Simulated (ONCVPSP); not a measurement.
## What one change does to a pseudopotential (N (Z = 7), ONCV)

ONCVPSP 4.0.1 input, shortened (lines: element, Z, core and valence counts, functional; n l f; lmax; l rc ep ncon nbas qcut; lloc lpopt rc5 dvloc0; l nproj debl; icmod fcfact rcfact), revPBE, scalar-relativistic:

```
  N 7.00    1    2  -102130      upf
    1    0    2.00
    2    0    2.00
    2    1    2.00
    2
    0    0.90    0.00    4    8    6.30
    1    1.40    0.00    3    6   10.50
    2    1.10    0.05    4    7    8.40
    4    2    0.90    2.00
    0    2    2.60
    1    3    1.10
    2    1    3.20
    0    0.00    0.00
```

All-electron outer shells of the reference configuration (revPBE, scalar-relativistic, ld1.x):

```
shell  level (eV)  outermost node (bohr)  outermost maximum (bohr)
   1s     -401.95                      –                      0.15
   2s      -32.51                   0.32                      0.99
   2p      -20.63                      –                      0.92
```

Change: p: nproj 1.

Cutoffs: the cutoffs (Ha) at which the residual kinetic energy of the hardest occupied pseudo-wave falls to 1 and 0.1 mHa per electron; they do not see the model core or the augmentation charge, which bear on the density cutoff. Errors are all-electron minus pseudo energies relative to the spin-unpolarised reference configuration.

Question: What does the change do?

Answer: The potential gets neither clearly harder nor softer (90 Ha and 201 Ha → 90 Ha and 201 Ha); of the 4 tests that both files solve, the error grows in 0 and shrinks in 1 by more than 15 % and 0.3 meV (median size 56.2 → 52.8 meV); the range in which the p phases agree narrows (upper end at the end of the scan → 2.0); neither file shows a bound ghost.

| quantity | base | changed |
| --- | --- | --- |
| cutoff, loose | 90 Ha | 90 Ha |
| cutoff, tight | 201 Ha | 201 Ha |
| bound ghosts | none | none |
| GHOST(+) flags under 300 eV | none | none |
| error for 2s2 2p3, meV [ΔE -13.54 eV] | +9.6 | +6.3 |
| error for 2s2 2p1, meV [ΔE 28.78 eV] | +40 | +38 |
| error for 2s2 2p0, meV [ΔE 75.76 eV] | +321 | +321 |
| error for 2s0 2p5, meV [ΔE 9.67 eV] | +72 | +68 |
| s: phases at 0.91 bohr within 0.05 rad from the reference energy up to (Ha; the scan ends near 5) | to the end of the scan | to the end of the scan |
| p: phases at 1.42 bohr within 0.05 rad from the reference energy up to (Ha; the scan ends near 5) | to the end of the scan | 2.0 |
| d: phases at 1.12 bohr within 0.05 rad from the reference energy up to (Ha; the scan ends near 5) | to the end of the scan | to the end of the scan |
